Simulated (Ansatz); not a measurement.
Total energies of `CN(C)c1ccc(-c2ccc(-c3ccc(-c4ccc(-c5ccc(-c6ccc(C#N)nc6)nc5)nc4)nc3)nc2)nc1` from Ansatz at PBE0-D4/def2-SVP, gas phase (1 Eh = 27.2114 eV = 2625.5 kJ/mol). The reference geometry is relaxed at r2SCAN-D4/def2-SVP.

| state | geometry | energy (Eh) |
| --- | --- | --- |
| charge 0 singlet | reference | -1706.85958 |
| charge 1 doublet | reference | -1706.60632 |
| charge -1 doublet | reference | -1706.92084 |
| free C atom (triplet) | – | -37.76066 |
| free N atom (quartet) | – | -54.47898 |
| free H atom (doublet) | – | -0.50029 |

Single mean-field runs in def2-SVP are fitted with def2-universal-jkfit.

(1) Work out the vertical ionisation energy to the doublet.

(2) Work out the vertical electron affinity, to the doublet.

(3) Give the fundamental gap IE − EA, the Mulliken electronegativity (IE + EA)/2 and the hardness (IE − EA)/2.

(4) What is the binding energy per atom against free atoms?

(1) E(charge 1 doublet) − E(charge 0 singlet) = -1706.60632 − (-1706.85958) = 0.25326 Eh = 6.89 eV. For comparison, −ε of the highest occupied level is 5.81 eV at this level, 1.08 eV less.

(2) E(charge 0 singlet) − E(charge -1 doublet) = -1706.85958 − (-1706.92084) = 0.06126 Eh = 1.67 eV. The basis lacks diffuse functions, which makes affinities too small.

(3) From the values in Eh: IE − EA = 0.25326 − 0.06126 = 0.19200 Eh = 5.22 eV; (IE + EA)/2 = 4.28 eV; (IE − EA)/2 = 2.61 eV. The HOMO–LUMO gap of the same run is 3.24 eV, 1.98 eV smaller than the fundamental gap.

(4) Atoms: 33 × (-37.76066) + 8 × (-54.47898) + 24 × (-0.50029) = -1693.94058 Eh. Binding: -1693.94058 − (-1706.85958) = 12.91900 Eh = 351.54 eV, or 5.41 eV for each of 65 atoms (no zero-point energy, no counterpoise term).
